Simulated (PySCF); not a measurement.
Isomers of C7H12ClNSi, mass 173.043 u with the commonest isotopes. Computed with PBE0/pcSseg-1 in PySCF (dipole) on a GFN2-xTB geometry, gas phase. One conformer each, none proved a minimum here; rigid rotors.

Problem. Order these by dipole moment, smallest first.
A. `[CH2:1]=[CH:2][CH2:3][Si@@H:4]([Cl:5])/[N:6]=[CH:7]\[CH:8]1[CH2:9][CH2:10]1` with C1–C2–C3–Si4 -106°, C2–C3–Si4–Cl5 -177°, C3–Si4–N6–C7 103°, N6–C7–C8–C9 147°
B. `[CH2:1]=[N:2][Si@@:3]([Cl:4])([C:5]#[C:6][CH3:7])[CH2:8][CH2:9][CH3:10]` with C1–N2–Si3–Cl4 -125°, N2–Si3–C8–C9 -47°, Si3–C8–C9–C10 -62°
C. `[N:1]#[C:2][CH2:3][Si@H:4]([Cl:5])[CH2:6][CH:7]1[CH2:8][CH2:9][CH2:10]1` with C2–C3–Si4–Cl5 180°, C3–Si4–C6–C7 176°, Si4–C6–C7–C8 69°, C6–C7–C8–C9 132°, C7–C8–C9–C10 -12°, C8–C9–C10–C7 12°, C6–C7–C10–C9 -132°

Solution. C (2.72 D), B (3.84 D), A (3.98 D).

Problem. Order these by out-of-plane moment Σ m c² = (Ia + Ib − Ic)/2, smallest first.
A. `[CH2:1]=[CH:2][CH2:3][Si@@H:4]([Cl:5])/[N:6]=[CH:7]\[CH:8]1[CH2:9][CH2:10]1` with C1–C2–C3–Si4 -106°, C2–C3–Si4–Cl5 -177°, C3–Si4–N6–C7 103°, N6–C7–C8–C9 147°
B. `[CH2:1]=[N:2][Si@@:3]([Cl:4])([C:5]#[C:6][CH3:7])[CH2:8][CH2:9][CH3:10]` with C1–N2–Si3–Cl4 -125°, N2–Si3–C8–C9 -47°, Si3–C8–C9–C10 -62°
C. `[N:1]#[C:2][CH2:3][Si@H:4]([Cl:5])[CH2:6][CH:7]1[CH2:8][CH2:9][CH2:10]1` with C2–C3–Si4–Cl5 180°, C3–Si4–C6–C7 176°, Si4–C6–C7–C8 69°, C6–C7–C8–C9 132°, C7–C8–C9–C10 -12°, C8–C9–C10–C7 12°, C6–C7–C10–C9 -132°

Solution. A (44.64 u·Å²), C (57.28 u·Å²), B (180.72 u·Å²).

Problem. Order these by rotational constant B, largest first.
A. `[CH2:1]=[N:2][Si@@:3]([Cl:4])([C:5]#[C:6][CH3:7])[CH2:8][CH2:9][CH3:10]` with C1–N2–Si3–Cl4 -125°, N2–Si3–C8–C9 -47°, Si3–C8–C9–C10 -62°
B. `[N:1]#[C:2][CH2:3][Si@H:4]([Cl:5])[CH2:6][CH:7]1[CH2:8][CH2:9][CH2:10]1` with C2–C3–Si4–Cl5 180°, C3–Si4–C6–C7 176°, Si4–C6–C7–C8 69°, C6–C7–C8–C9 132°, C7–C8–C9–C10 -12°, C8–C9–C10–C7 12°, C6–C7–C10–C9 -132°
C. `[CH2:1]=[CH:2][CH2:3][Si@@H:4]([Cl:5])/[N:6]=[CH:7]\[CH:8]1[CH2:9][CH2:10]1` with C1–C2–C3–Si4 -106°, C2–C3–Si4–Cl5 -177°, C3–Si4–N6–C7 103°, N6–C7–C8–C9 147°

Solution. A (758.0 MHz), C (611.2 MHz), B (578.1 MHz).

```json
{"SMILES": "N#CC[Si@H](Cl)CC1CCC1", "point group": "C1", "Ia (u·Å²)": "432.08", "Ib (u·Å²)": "874.22", "Ic (u·Å²)": "1191.73", "κ": "-0.59", "μa (D)": "1.39", "μb (D)": "2.24", "μc (D)": "0.69"}
{"SMILES": "C=N[Si@@](Cl)(C#CC)CCC", "point group": "C1", "Ia (u·Å²)": "586.85", "Ib (u·Å²)": "666.72", "Ic (u·Å²)": "892.14", "κ": "0.30", "μa (D)": "3.00", "μb (D)": "2.03", "μc (D)": "1.27"}
{"SMILES": "C=CC[Si@@H](Cl)/N=C\\C1CC1", "point group": "C1", "Ia (u·Å²)": "466.19", "Ib (u·Å²)": "826.92", "Ic (u·Å²)": "1203.84", "κ": "-0.42", "μa (D)": "3.69", "μb (D)": "1.33", "μc (D)": "0.66"}
```
